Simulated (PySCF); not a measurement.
**Relaxation of singlet [YCl2]+**

All numbers come from PySCF, PBE0, basis Y def2-TZVP with ECP28, Cl def2-TZVP (scalar-relativistic core potentials, no spin–orbit coupling, density fitting). A (50,194) grid was used.

A hand-made linear start, of D∞h symmetry, held to at least that symmetry:

```xyz
3
charge 1 multiplicity 1, angstrom
Y     0.0000    0.0000    0.0000
Cl    0.0000    0.0000    2.5676
Cl    0.0000    0.0000   -2.5676
```

Question: What forces act on the atoms at the start (eV/Å)?

Answer: 
```json
{"atom": "Y1", "Fx": "0.00", "Fy": "0.00", "Fz": "0.00"}
{"atom": "Cl2", "Fx": "0.00", "Fy": "0.00", "Fz": "-2.27"}
{"atom": "Cl3", "Fx": "0.00", "Fy": "0.00", "Fz": "2.27"}
```

Question: What does it relax to?

Answer: It ends at D∞h with Y–Cl 2.388 Å (×2); Cl–Y–Cl 180.0°. A frequency run shows 2 imaginary modes (one degenerate set), down to 90i cm⁻¹, so it is a higher-order saddle point. Other isomers or separated fragments may lie lower.

Question: How much energy is released, and in how many steps?

Answer: 44.0 kJ/mol in 4 steps.

The relaxation took 5.1 s on 2 threads of a shared AMD EPYC 9R05 (Zen 5) host, with 114 basis functions and 5 gradients; the process peaked at 0.61 GiB.
